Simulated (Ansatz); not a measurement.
`[NH2][AlH][SiH2][TeH]` + BH₃ → `B[TeH]` + `[NH2][AlH][SiH3]`  (formal exchange of groups at a Te–Si bond)

Program: Ansatz. Geometries: PBE0-D4/def2-TZVP. ΔE: electronic, gas phase. CCSD(T)/CBS is the MP2 limit (def2-TZVPP, def2-QZVPP) plus CCSD(T) − MP2 in def2-TZVPP, frozen cores. This one scheme is used for every species. Functionals use def2-TZVPP. B3LYP here is the variant with VWN-RPA as its local correlation; programs differ in this. Elements past krypton have def2 core potentials. For Te outer-core shells are correlated without core-valence functions, which leaves a few kJ/mol of doubt a bond. One conformer a species, not always the lowest.

```tsv
level	ΔE (kJ/mol)
B2PLYP	-21.5
PBE0	-22.8
B3LYP	-24.6
HF/CBS(def2)	-7.9
```

What does CCSD(T)/CBS give? (Estimate.)

Ansatz gave: -16.2 kJ/mol. The listed levels differ from it by -5.3, -6.6, -8.4, 8.3 kJ/mol.

Largest T1 diagnostic among the species: 0.015.

From PBE to PBE0 (25 % exact exchange), in def2-TZVPP and without D4, ΔE moves by +7.4 kJ/mol. In def2-TZVPP, CCSD(T) changes the Hartree–Fock value by −14.9 kJ/mol (the triples alone add −2.1 kJ/mol) and MP2 by −7.7 kJ/mol. The D4 term adds +7.6 kJ/mol with B3LYP and +4.3 kJ/mol with PBE0; it sums over pairs of atoms, weighted by their polarisabilities, and B3LYP, whose exchange is more repulsive, gets the larger term.
